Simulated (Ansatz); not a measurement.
Cost and result up the ladder for the cluster Ba6O5 (the lowest singlet isomer of a short search) (11 atoms). Charge 0, multiplicity 1. Geometry: PBE-D4/def2-SVP.

Cartesian coordinates in Å:
```
Ba 0.0372 -2.7908 1.2759
Ba 1.9408 0.6631 2.2816
Ba -0.0393 2.4864 -0.9434
Ba -1.7782 -0.6668 -1.8609
Ba -2.1247 0.5462 2.1451
Ba 1.9341 -0.5607 -1.7366
O 0.0657 0.7110 -2.5664
O -0.0619 -0.6687 2.4112
O 1.8253 1.1796 0.0118
O -1.8860 1.0738 -0.1124
O 0.0871 -1.9731 -0.9059
```

Ansatz on 4 threads of Arm Neoverse V1 on a shared host. Times are rough, and most runs start from the orbitals of an earlier one. No level here is sound enough to serve as a yardstick. Binding counts from free atoms at the same level (Ba singlet, O triplet; other spins of the atoms weren't run), without zero-point energy or a counterpoise term.

In the def2 sets Ba takes a core potential; there is no spin–orbit coupling. HSE06 is defined as in plane-wave codes, on full-range PBE exchange. Correlated methods freeze 5 core orbitals; core or outer-core shells of Ba are correlated, in sets that lack core-valence functions. The rows differ in basis, and correlated rows in double-zeta sets carry the largest basis error. The structure comes from a short search, and lower isomers may exist.

Correlated methods converge slowly with the basis, most of all in double-zeta sets.

```
                              level  functions  wall time  binding energy per atom (eV)                        remarks
LDA (SPW92)/def2-TZVP (with forces)        395       12 s                          4.89  restricted SCF unstable in HF
                    PBE-D4/def2-SVP        250       13 s                          4.44  restricted SCF unstable in HF
                       MP2/def2-SVP        250       13 s                          4.10        restricted SCF unstable
                   PBE0-D4/def2-SVP        250       16 s                          4.15  restricted SCF unstable in HF
                   PBE-D4/def2-TZVP        395       17 s                          4.34  restricted SCF unstable in HF
                 HSE06-D4/def2-TZVP        395       29 s                          4.09  restricted SCF unstable in HF
                r2SCAN-D4/def2-TZVP        395       35 s                          4.32  restricted SCF unstable in HF
                  PBE0-D4/def2-TZVP        395       37 s                          4.08  restricted SCF unstable in HF
```
